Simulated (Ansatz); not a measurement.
Ansatz results at the PBE0-D4/def2-TZVP geometry: size of the dipole moment (ωB97M-V/def2-TZVPP) 4.02 D; HOMO–LUMO gap (PBE0/def2-TZVPP) 6.78 eV; HOMO energy (PBE0/def2-TZVPP) -8.34 eV.

Each molecule was computed in one conformer, which needn't be the lowest.

(1) Which molecule gave them?
A. `C=C[CH2][In]([CH2]C=C)[CH2]C=C`
B. `[F][InH][F]`
C. `[CH3][In]([CH3])[NH2]`
D. `[CH3][In]([F])[O][SiH3]`

Answers

(1) D. The others give `[F][InH][F]`: 3.53, 8.10, -9.95; `C=C[CH2][In]([CH2]C=C)[CH2]C=C`: 1.21, 4.93, -6.03; `[CH3][In]([CH3])[NH2]`: 0.31, 6.22, -6.55.
